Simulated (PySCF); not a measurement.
C2Si, neutral, multiplicity 1.

```xyz
3

Si     0.0000     0.0000     1.0747
C      0.0000     0.0000    -0.6149
C      0.0000     0.0000    -1.8927
```

Coordinates come from a PBE0-D3(BJ)/def2-TZVP optimisation. A frequency run showed that this geometry is not a minimum.

Computed with KT2/pcSseg-2 run with PySCF. Non-relativistic, no solvent.

Computed absolute GIAO shielding of each atom: isotropic value and principal components (ppm):
```tsv
atom	σ(iso)	σ11	σ22	σ33	span
Si1	245.2	-71.8	-71.8	879.4	951.2
C2	12.8	-124.7	-124.7	287.6	412.2
C3	-89.0	-270.2	-270.2	273.3	543.5
```
